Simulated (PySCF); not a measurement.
## What builds the second ionisation energy along the third row

All values are computed (PySCF 2.14, energy differences of UHF-based or UKS calculations, no spin-orbit coupling). Each column adds one step, in eV (sums use unrounded values): valence MP2, valence CCSD, valence triples, then the next inner shell at CCSD(T) (Al 2s 2p, Si 2s 2p, P 2s 2p, S 2s 2p, Cl 2s 2p). References (NIST) marked * lie between the lowest fine-structure levels; the others compare directly ((s) semi-empirical, (t) theoretical).

```json
{"element": "Al [Ne] 3s2 → [Ne] 3s1 (aug-cc-pCVTZ-DK with one added diffuse shell each of s, p, d, f type, spin-free X2C)", "UHF": "17.551", "+ MP2": "0.764", "+ CCSD": "0.315", "+ (T)": "0.000", "+ inner shell": "0.124", "sum": "18.754", "reference": "18.829"}
{"element": "Si [Ne] 3s2 3p1 → [Ne] 3s2 (aug-cc-pCVTZ-DK with one added diffuse shell each of s, p, d, f type, spin-free X2C)", "UHF": "15.818", "+ MP2": "0.268", "+ CCSD": "0.116", "+ (T)": "0.030", "+ inner shell": "0.004", "sum": "16.236", "reference": "16.322"}
{"element": "P [Ne] 3s2 3p2 → [Ne] 3s2 3p1 (aug-cc-pCVTZ-DK with one added diffuse shell each of s, p, d, f type, spin-free X2C)", "UHF": "19.152", "+ MP2": "0.455", "+ CCSD": "0.038", "+ (T)": "0.036", "+ inner shell": "0.012", "sum": "19.692", "reference": "19.769 (s) *"}
{"element": "S [Ne] 3s2 3p3 → [Ne] 3s2 3p2 (aug-cc-pCVTZ-DK with one added diffuse shell each of s, p, d, f type, spin-free X2C)", "UHF": "22.708", "+ MP2": "0.624", "+ CCSD": "-0.068", "+ (T)": "0.040", "+ inner shell": "0.015", "sum": "23.319", "reference": "23.338 *"}
{"element": "Cl [Ne] 3s2 3p4 → [Ne] 3s2 3p3 (aug-cc-pCVTZ-DK with one added diffuse shell each of s, p, d, f type, spin-free X2C)", "UHF": "22.573", "+ MP2": "0.794", "+ CCSD": "0.111", "+ (T)": "0.033", "+ inner shell": "0.026", "sum": "23.536", "reference": "23.771"}
```

What remains against the references is mostly basis incompleteness and, for starred values, spin-orbit coupling.

Problem. What share of the correlation contribution for Cl comes from the inner shell?

Solution. The four steps add to 0.964 eV, of which the inner shell gives 0.026 eV, or 3 %.
